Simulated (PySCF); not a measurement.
**C₆ coefficients of unlike pairs at PBE0**

Calculated with PySCF 2.14 from the dipole response of each species, C₆(A,B) = (3/π) ∫ α_A(iu) α_B(iu) du, in atomic units, from isotropic polarisabilities. For ions this is the dispersion term alone; charge-induced terms of lower order in 1/R come first.

```csv
species,configuration,basis,relativity,α (bohr³),C₆ (like pair)
Mg²⁺,[Ne] (1S),aug-cc-pVQZ-DK (7s6p4d3f2g),spin-free X2C,0.3414,0.2408
He,1s2 (1S),aug-cc-pVQZ (5s4p3d2f),none,1.486,1.610
Si⁺,[Ne] 3s2 3p1 (2P),aug-cc-pVQZ-DK (7s6p4d3f2g),spin-free X2C,18.96,100.0
Ar³⁺,[Ne] 3s2 3p3 (4S),aug-cc-pVTZ-DK (6s5p3d2f),spin-free X2C,3.556,9.684
```

Estimate C₆ for Si⁺ with He.

The integral gives 11.39. The combination rule 2 C_A C_B / (C_A α_B/α_A + C_B α_A/α_B) gives 11.35 and the geometric mean 12.69.

No spin-orbit coupling is included.

The other pairs:

| pair | C₆ |
| --- | --- |
| Si⁺, Mg²⁺ | 3.254 |
| Ar³⁺, Si⁺ | 27.64 |
| He, Mg²⁺ | 0.5550 |
| Ar³⁺, He | 3.947 |
| Ar³⁺, Mg²⁺ | 1.372 |
